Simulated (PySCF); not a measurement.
C2H5N, SMILES C=NC. Atoms are numbered in the order given.

```xyz
8

C      0.1335     1.1380     0.0000
N     -0.5318    -0.1378     0.0000
C      0.1804    -1.1734     0.0000
H     -0.1866     1.7067    -0.8771
H     -0.1866     1.7067     0.8771
H      1.2309     1.0642     0.0000
H      1.2800    -1.1488     0.0000
H     -0.2986    -2.1520     0.0000
```
Charge 0, spin multiplicity 1.

Coordinates come from a PBE0-D3(BJ)/def2-TZVP optimisation.

Two levels are set side by side: PBE/pcSseg-2 (PySCF) and KT2/pcSseg-2 (PySCF). GIAO shifts against NH3 (¹⁵N), TMS (¹H), TMS (¹³C) at the same level; non-relativistic, no solvent, atoms listed together averaged. Differences are taken from unrounded values.

```csv
quantity,KT2,PBE,PBE minus KT2
δ(¹³C) of C1 (ppm),56.0,57.8,1.8
δ(¹⁵N) of N2 (ppm),379.6,406.8,27.2
δ(¹³C) of C3 (ppm),151.4,161.3,9.9
```

Rough cost on one machine, each run with all the roots and properties that it gave: KT2 against PBE within a factor of 2.
